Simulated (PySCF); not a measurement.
## Structure from NMR data

The spectra below were simulated for a compound C$_{4}$H$_{9}$NO$_{2}$Si.

$^{1}$H NMR (400 MHz, computed): δ 6.81 (m, 1H), 6.60 (d, 1H), 5.64 (br, 1H), 4.96 (s, 3H), 1.92 (s, 3H).

$^{13}$C{$^{1}$H} NMR (computed): δ 165.4 (C), 136.0 (CH), 114.3 (CH), 24.2 (CH3).

[PySCF 2.14.0 with density-fitted response routines: structure optimised with GFN2-xTB; shielding tensors at PBE0/pcSseg-1 (GIAO); non-relativistic; equivalent nuclei averaged; no solvent; one computed conformer]

δ = σ(ref) − σ, references computed at the same level: TMS for $^{1}$H (σref 31.72) and $^{13}$C (σref 186.93).

Question: Choose the structure that fits.
A. [H]/N=C\[SiH]1OCCCO1
B. CC(=O)N/C=C/O[SiH3]
C. CO[SiH2]OCCC#N
D. C=C(O[SiH3])C(=O)NC

Answer: B. 

1. The formula gives 2 degrees of unsaturation (no ring in the answer).
2. 4 carbon signals for 4 carbons: no two carbons are equivalent.
3. Carbon types of the structure: 1 × C, 2 × CH, 1 × CH3, leaving 4 H on heteroatoms.
4. δC 165.4: amide carbonyl carbon; lone-pair donation from the attached heteroatom keeps it upfield of a ketone carbonyl.
5. δC 136.0: alkene carbon bearing oxygen; an sp2 carbon further deshielded by the attached heteroatom.
6. δC 114.3: alkene carbon bearing nitrogen; the olefinic region.
7. δH 6.81: hydrogen on an alkene carbon bearing nitrogen; a vinylic proton, deshielded by the sp2 carbon and the C=C anisotropy.
8. δH 6.60: hydrogen on an alkene carbon bearing oxygen; olefinic region.

The others: CO[SiH2]OCCC#N has carbons computed at 121.1, 63.2, 51.0, 21.1, with a different DEPT pattern; C=C(O[SiH3])C(=O)NC has carbons computed at 162.4, 158.5, 101.0, 26.2, with a different DEPT pattern; [H]/N=C\[SiH]1OCCCO1 would give 3 carbon signals, not 4.

OH and NH positions are those of a molecule without intermolecular hydrogen bonds; in solution they move with solvent, concentration and temperature, and exchange usually removes their couplings. Amide-type NH protons are broadened by 14N but still split neighbouring CH signals. Shifts are as computed. Against solution values, carbons near 30 ppm lie about +3 ppm off and those near 130 ppm about +5 ppm. Of 1309 compounds with measured shifts, 239 miss one by over three times the rms of a fit or turn the order of signals round; such compounds aren't used in these exercises. The C=O carbon of an acid or of an amide with N–H lies up to 10 ppm further downfield in solution, through hydrogen bonding that the calculation lacks. Multiplicities follow the n + 1 count of equivalent neighbours, as no J values were calculated; m marks all less simple cases, F and P coupling included.
